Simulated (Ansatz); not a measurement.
Total energies of `Cl[SiH]1N[SiH2]P1`.

```xyz
10

Cl   -1.014    1.485    2.252
Si   -0.977   -0.038    0.864
N    -0.686    0.479   -0.744
Si    0.863   -0.233   -1.071
P     0.890   -1.308    0.925
H    -2.264   -0.744    1.057
H    -1.258    1.060   -1.336
H     0.841   -1.158   -2.236
H     1.971    0.738   -1.275
H     1.634   -0.280    1.563
```

Total charge 0; spin multiplicity 1. Geometry: relaxed with PBE0-D4/def2-TZVP. Basis def2-TZVPP, Ansatz 0.2.0.

RPA on PBE orbitals: Hartree–Fock energy of these orbitals -1435.58669 Eh, correlation -1.34393 Eh (frozen core).

```json
{"functional": "LDA (SPW92)", "energy without D4 (Eh)": "-1432.95769", "D4 term (kJ/mol)": "–"}
{"functional": "r2SCAN", "energy without D4 (Eh)": "-1438.35122", "D4 term (kJ/mol)": "-8.1"}
{"functional": "B3LYP", "energy without D4 (Eh)": "-1438.55806", "D4 term (kJ/mol)": "-57.4"}
{"functional": "r2SCANh", "energy without D4 (Eh)": "-1438.34234", "D4 term (kJ/mol)": "-8.8"}
{"functional": "r2SCAN0", "energy without D4 (Eh)": "-1438.33023", "D4 term (kJ/mol)": "-9.9"}
{"functional": "HSE06 (plane-wave form)", "energy without D4 (Eh)": "-1437.87067", "D4 term (kJ/mol)": "-28.3"}
{"functional": "BHLYP", "energy without D4 (Eh)": "-1438.45160", "D4 term (kJ/mol)": "-48.9"}
{"functional": "CAM-B3LYP", "energy without D4 (Eh)": "-1438.49089", "D4 term (kJ/mol)": "-31.0"}
{"functional": "ωB97M-V", "energy without D4 (Eh)": "-1438.38168", "D4 term (kJ/mol)": "–"}
{"functional": "PBE-QIDH", "energy without D4 (Eh)": "-1437.55684", "D4 term (kJ/mol)": "–"}
```

(1) Give the same for PBE, revPBE, BLYP, B97M-V, PBE0, LC-ωPBE, ωB97X-V, B2PLYP. (An estimate is asked.)

B3LYP takes the VWN-RPA correlation (the form of Gaussian; ORCA's B3LYP/G). HSE06 is the plane-wave form, built on full-range PBE exchange. The double hybrids freeze the cores in their second-order part.

## Answers

(1) Ansatz gave: 
```json
{"functional": "PBE", "energy without D4 (Eh)": "-1437.77080", "D4 term (kJ/mol)": "-35.0"}
{"functional": "revPBE", "energy without D4 (Eh)": "-1438.19353", "D4 term (kJ/mol)": "-91.4"}
{"functional": "BLYP", "energy without D4 (Eh)": "-1438.44398", "D4 term (kJ/mol)": "-75.4"}
{"functional": "B97M-V", "energy without D4 (Eh)": "-1438.13056", "D4 term (kJ/mol)": "–"}
{"functional": "PBE0", "energy without D4 (Eh)": "-1437.90132", "D4 term (kJ/mol)": "-29.9"}
{"functional": "LC-ωPBE", "energy without D4 (Eh)": "-1438.04066", "D4 term (kJ/mol)": "–"}
{"functional": "ωB97X-V", "energy without D4 (Eh)": "-1438.25884", "D4 term (kJ/mol)": "–"}
{"functional": "B2PLYP", "energy without D4 (Eh)": "-1437.94697", "D4 term (kJ/mol)": "–"}
```

LC-ωPBE has ω = 0.4 bohr⁻¹.
